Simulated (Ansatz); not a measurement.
Species: sum formula H2BO, charge 0, multiplicity 2. It need not be the lowest isomer of its formula. SMILES: B[O]
Structure (B3LYP-D3(BJ)/def2-TZVP (Ansatz, a program for electronic structure) minimum search):
```xyz
4

B      0.4880    -0.0662    -0.3457
O     -0.5508     0.0747     0.3902
H      1.1612    -1.0678    -0.2660
H      0.8049     0.8010    -1.1269
```
Charge 0, spin multiplicity 2.

Atomisation energy built up term by term with Ansatz (kcal/mol; UHF references for open shells; valence terms freeze the core; atomic spin-orbit terms are left out). CBS(X,Y): correlation extrapolated as X^-3; Hartree-Fock from the larger set.

| term | basis | kcal/mol |
|---|---|---|
| Hartree-Fock | aug-cc-pVQZ | 249.05 |
| CCSD correlation | CBS(aug-cc-pVTZ,aug-cc-pVQZ) | 70.39 |
| (T) | CBS(aug-cc-pVTZ,aug-cc-pVQZ) | 5.01 |
| CCSDT - CCSD(T) | cc-pVDZ | 0.42 |
| (Q) | cc-pVDZ | 0.37 |
| core correlation | cc-pwCVTZ | 1.63 |
| scalar relativity (X2C) | cc-pVTZ-DK against cc-pVTZ | -0.21 |
| sum: De |  | 326.6 |

(T) makes 1.5 % of the CCSD(T) atomisation energy; under 5 % is typical of single-reference molecules.
